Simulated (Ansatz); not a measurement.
Coupled-cluster diagnostics for K₂Na₂ (the lowest singlet isomer of a short search), Ansatz.

Geometry of the singlet (PBE/def2-TZVP):

```xyz
4

Na    2.731    1.497    1.472
Na   -0.418    1.443    0.049
K    -3.157   -1.076   -1.593
K     0.844   -1.864    0.072
```

Correlated methods freeze 12 core orbitals; core or outer-core shells of Na, K are correlated, in sets that lack core-valence functions. At PBE0/def2-TZVP a broken-symmetry singlet of charge 0 lies 0.17 eV below the triplet, each at its own geometry. At PBE0/def2-TZVP a broken-symmetry singlet of charge 0 lies 1.41 eV below the quintet, each at its own geometry. The structure comes from a short search, and lower isomers may exist.

Geometry of the charge 0 triplet (PBE/def2-TZVP):

```tsv
atom	x (Å)	y (Å)	z (Å)
Na1	-1.0612	-2.0289	1.7940
Na2	0.4818	0.9909	1.8312
K3	1.2667	2.4348	-1.6759
K4	-0.6873	-1.3968	-1.9493
```

Geometry of the charge 0 quintet (PBE/def2-TZVP):

```xyz
4

Na   -2.607   -2.915   -1.318
Na    0.765   -1.440    1.023
K     2.945    2.637    1.695
K    -1.103    1.719   -1.401
```

(1) Estimate the CCSD(T) correlation energy, the shares of MP2 and (T), T1 and the reference's ⟨S²⟩ for: charge 0, singlet, own geometry in def2-TZVPP; charge 0, triplet, own geometry in def2-TZVPP; charge 0, quintet, own geometry in def2-TZVPP; charge 1, doublet, vertical in def2-TZVPP; and the rough time on 4 threads of Arm Neoverse V2 on a shared host.

Results:

(1) 
```
                          state       basis  correlation (eV)  MP2 share (%)  (T) share (%)     T1  ⟨S²⟩ (pure)  wall time                      remarks
charge 0, singlet, own geometry  def2-TZVPP           -20.360           92.4            1.8  0.011  0.00 (0.00)       17 s      restricted SCF unstable
charge 0, triplet, own geometry  def2-TZVPP           -19.793           91.5            1.7  0.048  2.30 (2.00)       70 s  large T1, spin-contaminated
charge 0, quintet, own geometry  def2-TZVPP           -19.077           93.3            1.3  0.012  6.00 (6.00)       58 s                            –
    charge 1, doublet, vertical  def2-TZVPP           -19.488           92.6            1.5  0.027  0.96 (0.75)       62 s            spin-contaminated
```
Customary marks for T1 are 0.02 (closed shells), 0.045 (open shells) and about 0.05 (3d metals). T1 exceeds 0.02 in 2 of 4 rows and 0.045 in 1; the higher it lies, the less the single-reference result can be trusted.
